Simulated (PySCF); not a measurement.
## Two-component Hartree-Fock for Sn⁴⁺ (tin, charge +4)

Start: [Kr] 4d10. Calculated with PySCF 2.14 in x2c-TZVPall-2c: generalised Hartree-Fock with the X2C-1e Hamiltonian and a Gaussian nucleus; one run each with spin-orbit coupling (SO) switched off, then screened by Boettger's factors.

| spinor shell | electrons | ε, spin-free (eV) | ε, screened SO (eV) | weight of nominal j (screened SO) | rms radius, screened SO (bohr) |
| --- | --- | --- | --- | --- | --- |
| 1s1/2 | 2 | -29389.7 | -29387.0 | 1.000 | 0.0333 |
| 2s1/2 | 2 | -4565.5 | -4564.8 | 1.000 | 0.136 |
| 2p1/2 | 2 | -4095.8 | -4255.8 | 1.000 | 0.118 |
| 3s1/2 | 2 | -954.80 | -954.61 | 1.000 | 0.361 |
| 3p1/2 | 2 | -797.60 | -827.76 | 1.000 | 0.354 |
| 3p3/2 | 4 | -797.60 | -783.79 | 1.000 | 0.366 |
| 3d3/2 | 4 | -556.16 | -561.38 | 1.000 | 0.340 |
| 3d5/2 | 6 | -556.16 | -552.51 | 1.000 | 0.342 |
| 4s1/2 | 2 | -201.73 | -201.70 | 1.000 | 0.875 |
| 4p1/2 | 2 | -152.07 | -157.55 | 1.000 | 0.928 |
| 4p3/2 | 4 | -152.07 | -149.56 | 1.000 | 0.956 |
| 4d3/2 | 4 | -77.300 | -77.988 | 1.000 | 1.15 |
| 4d5/2 | 6 | -77.300 | -76.828 | 1.000 | 1.16 |

Where does 2p3/2 lie, and what is the 2p spin-orbit splitting (screened SO)?

At -4022.9 eV, 232.95 eV above 2p1/2.

| quantity | spin-free | screened SO |
| --- | --- | --- |
| E (hartree) | -6169.79836 | -6171.25963 |
| M_J | 0 | 0 |
| ⟨J²⟩ | 0.000 | 0.000 |
| ⟨L²⟩ | 0.000 | 0.017 |
| ⟨S²⟩ | 0.000 | 0.017 |

Breit and QED terms are absent; they matter most for the inner s and p1/2 levels.

Densities and radii are taken from the X2C orbitals without a picture-change correction, which distorts them close to the nucleus.

Without spin-orbit coupling the j labels of p, d and f shells carry no meaning; the spin-free column gives the mean over the occupied spinors of each nl shell.
